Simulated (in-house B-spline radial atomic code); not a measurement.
The outermost shell (largest non-relativistic mean radius) with and without relativity; Dirac values are averaged over j. Computed with a radial B-spline atomic code at the basis-set limit: non-relativistic Hartree-Fock and Dirac-Hartree-Fock, averages of the configuration (point nuclei without relativity, finite nuclei with it).

```json
{"ion": "Li2+", "configuration": "1s1", "outermost shell": "1s", "radius non-relativistic (bohr)": "0.5", "radius Dirac (bohr)": "0.49992", "radius change (%)": "-0.015975", "level non-relativistic (eV)": "-122.451", "level Dirac (eV)": "-122.47"}
{"ion": "Be2+", "configuration": "1s2", "outermost shell": "1s", "radius non-relativistic (bohr)": "0.41414", "radius Dirac (bohr)": "0.41404", "radius change (%)": "-0.024894", "level non-relativistic (eV)": "-154.210", "level Dirac (eV)": "-154.24"}
{"ion": "B2+", "configuration": "[He] 2s1", "outermost shell": "2s", "radius non-relativistic (bohr)": "1.6361", "radius Dirac (bohr)": "1.6355", "radius change (%)": "-0.034028", "level non-relativistic (eV)": "-37.820", "level Dirac (eV)": "-37.831"}
{"ion": "C2+", "configuration": "[He] 2s2", "outermost shell": "2s", "radius non-relativistic (bohr)": "1.3719", "radius Dirac (bohr)": "1.3713", "radius change (%)": "-0.049719", "level non-relativistic (eV)": "-46.097", "level Dirac (eV)": "-46.118"}
{"ion": "N2+", "configuration": "[He] 2s2 2p1", "outermost shell": "2s", "radius non-relativistic (bohr)": "1.1788", "radius Dirac (bohr)": "1.178", "radius change (%)": "-0.071939", "level non-relativistic (eV)": "-56.383", "level Dirac (eV)": "-56.423"}
{"ion": "O2+", "configuration": "[He] 2s2 2p2", "outermost shell": "2s", "radius non-relativistic (bohr)": "1.0331", "radius Dirac (bohr)": "1.0321", "radius change (%)": "-0.098295", "level non-relativistic (eV)": "-67.603", "level Dirac (eV)": "-67.673"}
```
